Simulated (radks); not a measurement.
The numbers below are computed, except where a source is named.
Excited configurations of Rb III: one electron is placed in a higher orbital outside [Ar] 3d10 4s2 4p4. The ground configuration is [Ar] 3d10 4s2 4p5. Level of theory: scalar-relativistic Kohn-Sham, r2SCAN, spin-polarised, spherical densities, finite nucleus; open shells are filled with parallel spins first (spin-orbit coupling, left out, can overturn this in heavy ions); meta-GGA in the generalised Kohn-Sham scheme; Fermi nuclear charge, rms radius 4.2036 fm (a radial shooting solver on a logarithmic mesh with Libxc functionals). Excitation = E - E(ground); binding = E(ion) - E, where the ion is the core of charge +3; n* = 3/sqrt(2 binding) in atomic units, and the quantum defect is n - n*.

| outer orbital | excitation (eV) | binding (eV) | n* | quantum defect | eigenvalue (eV) | <r> (bohr) |
|---|---|---|---|---|---|---|
| 5s | 21.312 | 18.199 | 2.594 | 2.406 | -15.827 | 3.486 |
| 5p | 25.236 | 14.275 | 2.929 | 2.071 | -12.288 | 4.135 |
| 5f | 34.301 | 5.210 | 4.848 | 0.152 | -4.335 | 9.669 |
| 7s | 33.647 | 5.863 | 4.570 | 2.430 | -5.114 | 10.63 |
| 7p | 34.448 | 5.063 | 4.918 | 2.082 | -4.414 | 12.03 |
| 7f | 36.805 | 2.706 | 6.727 | 0.273 | -2.327 | 20.98 |

The Delta-SCF ionisation energy is 39.511 eV (NIST Atomic Spectra Database: 39.247 eV, semi-empirical). Self-interaction in the functional shifts the binding energies and quantum defects, so they are the method's values and not measured ones. Open shells are spherical and high-spin; term and fine-structure splittings are not resolved.
